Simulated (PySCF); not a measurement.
**SMILES CC[C@]12C[C@H]1C[C@@H]2O, C$_{7}$H$_{12}$O**

Geometry:
```tsv
atom	x (Å)	y (Å)	z (Å)
C1	1.979	0.200	1.370
C2	0.679	0.914	1.009
C3	0.008	0.242	-0.154
C4	0.285	0.572	-1.589
C5	-1.114	0.687	-1.063
C6	-1.741	-0.701	-1.024
C7	-0.584	-1.181	-0.108
O8	-0.966	-1.658	1.149
H9	1.769	-0.831	1.643
H10	2.464	0.690	2.211
H11	2.659	0.203	0.522
H12	0.014	0.909	1.878
H13	0.881	1.957	0.751
H14	0.526	-0.213	-2.291
H15	0.807	1.500	-1.773
H16	-1.669	1.612	-1.081
H17	-1.834	-1.205	-1.985
H18	-2.700	-0.732	-0.509
H19	0.058	-1.959	-0.528
H20	-1.527	-0.995	1.568
```

Level of theory: PySCF, TDDFT B3LYP/def2-SVPD circular dichroism and optical rotation, one conformer, gas phase. Geometry: GFN2-xTB.

The molecule is flexible and this is one conformer; a measurement averages over conformers. States above about 7.0 eV (minus the energy of the highest occupied orbital) lie near or above the ionisation threshold and depend on the basis.

Task: Draw the ECD and absorption spectra from the lowest 8 states, each a Gaussian of half-width 0.3 eV at 1/e height.

Result: 
```
E (eV)  λ (nm)  Δε (L mol⁻¹ cm⁻¹)  ε (L mol⁻¹ cm⁻¹)
  5.85     212              +0.23              40.1
  6.00     207              +0.96               166
  6.15     202              +2.38               416
  6.30     197              +3.40               648
  6.45     192              +2.12               698
  6.60     188              -1.75               779
  6.75     184              -5.23              1230
  6.90     180              -3.23              1900
  7.05     176              +5.43              2420
  7.20     172             +13.08              2890
  7.35     169              +9.88              3420
```
Δε uses R in velocity form, ε uses f in length form. Only the states computed contribute, so the short-wavelength end is incomplete.
